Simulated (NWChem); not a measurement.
Molecule: CH₆AlN; SMILES [CH3][AlH][NH2]

```xyz
9

Al    -0.5381     0.0497    -0.0009
H     -2.1189     0.2323     0.0018
C      0.3725    -1.6836    -0.0041
H      1.0164    -1.8037     0.8838
H      1.0271    -1.7958    -0.8851
H     -0.3374    -2.5259    -0.0119
N      0.4141     1.5495    -0.0005
H      1.4262     1.6134    -0.0029
H      0.0145     2.4817     0.0026
```
Atoms are numbered in this order, from 1.

This is a stationary point of PBE0/def2-SVP (NWChem), point group Cs. 

### Question
Is it a minimum? If not, what does it relax to?

### Answer
No. It has an imaginary frequency of 81i cm⁻¹. Following that mode (on a finer grid) lowers the energy by 0.3 kcal/mol and ends, with real frequencies alone, at point group Cs:
```xyz
9

Al    -0.4784     0.0676     0.1454
H     -2.0179     0.2316     0.5151
C      0.4126    -1.6676     0.0082
H      0.3454    -2.2217     0.9600
H      1.4791    -1.5878    -0.2563
H     -0.0736    -2.3012    -0.7532
N      0.4204     1.5715    -0.1454
H      1.4026     1.6375    -0.3892
H      0.0198     2.5017    -0.0908
```
